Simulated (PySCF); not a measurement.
CaF2, SMILES [F][Ca][F] (connectivity only; charge and spin as stated), charge -1, multiplicity 2.

Geometry: ωB97X-D3(BJ)/def2-TZVPD. A frequency run showed that this geometry is not a minimum. The spin state was assumed, not searched. The isomer is the one that the SMILES or the coordinates give; other isomers of the formula were not compared.

Calculation: PBE/def2-TZVPD run with PySCF.

The molecule is in vacuum. A positive occupied level means that this level leaves the electron formally unbound; only the finite basis holds it.

Computed frontier levels, dipole moment and polarisability:
| Quantity | Result |
|---|---|
| α spin, highest occupied and lowest empty level | 1.29 and 2.47 eV |
| β spin, highest occupied and lowest empty level | -2.39 and 1.96 eV |
| dipole moment about the centre of nuclear charge | 0.000 e·Å |
| mean static polarisability | 331.5 bohr³ (49.12 Å³) |
| polarisability, principal values | 158.8, 417.8, 417.8 bohr³ |
| ⟨S²⟩ | 0.750 (pure state 0.75) |
